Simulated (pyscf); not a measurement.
# HO–TaH(Cl)(Cl)–Cl, singlet

Gas-phase minimum from PySCF at ωB97X-D3(BJ)/def2-SVP, one conformer. 

SMILES: [OH][TaH]([Cl])([Cl])[Cl]
```xyz
7

O     -0.0918     1.3325     0.1756
Ta    -0.9615    -0.2854    -0.1705
Cl    -1.3452    -2.3803    -1.0895
Cl    -2.8273     0.6545    -1.1075
Cl    -0.8713    -1.0582     1.9830
H      0.6585     1.9145     0.0259
H      0.4366    -0.4894    -1.1677
```
Charge 0, spin multiplicity 1.

Bonded distances (Å): O1–Ta2 1.869, O1–H6 0.961, Ta2–Cl3 2.320, Ta2–Cl4 2.290, Ta2–Cl5 2.290, Ta2–H7 1.729. Angles (°): Ta2–O1–H6 149.1, O1–Ta2–Cl3 158.8, O1–Ta2–Cl4 95.7, O1–Ta2–Cl5 95.7, O1–Ta2–H7 80.4, Cl3–Ta2–Cl4 94.2, Cl3–Ta2–Cl5 94.3, Cl3–Ta2–H7 78.4, Cl4–Ta2–Cl5 123.7, Cl4–Ta2–H7 118.1, Cl5–Ta2–H7 118.1.

Properties at ωB97X-D3(BJ)/def2-SVP:

```json
{
  "harmonic_wavenumbers_unscaled": "90, 107, 139, 174, 195, 384, 384, 406, 412, 504, 647, 758, 989, 2025, 3964 cm⁻¹",
  "zero_point_energy": "16.0 kcal/mol",
  "rotational_symmetry_number": "1",
  "Entropy of this conformer at 298 K and 1 atm, rigid rotor and harmonic oscillator, modes under 100 cm⁻¹ raised to 100": "384.6 J/(mol K)",
  "dipole_moment": "3.27 D"
}
```

Single-point totals, which compare only within one level:

```json
[
 {"level": "ωB97X-D3(BJ)/def2-TZVP", "total energy (hartree)": "-1514.43207"},
 {"level": "PBE/def2-TZVP", "total energy (hartree)": "-1513.75614"},
 {"level": "r²SCAN/def2-TZVP", "total energy (hartree)": "-1514.27471"},
 {"level": "B3LYP-D3(BJ)/def2-TZVP", "total energy (hartree)": "-1514.44308"},
 {"level": "PBE0-D3(BJ)/def2-TZVP", "total energy (hartree)": "-1513.82212"},
 {"level": "M06-2X/def2-TZVP", "total energy (hartree)": "-1514.17452"},
 {"level": "ωB97M-D3(BJ)/def2-TZVP", "total energy (hartree)": "-1514.48154"}
]
```

Soft torsions are taken as harmonic, which can shift the entropy by several J/(mol K). Elements past Kr carry the def2 core potentials, without spin-orbit coupling.
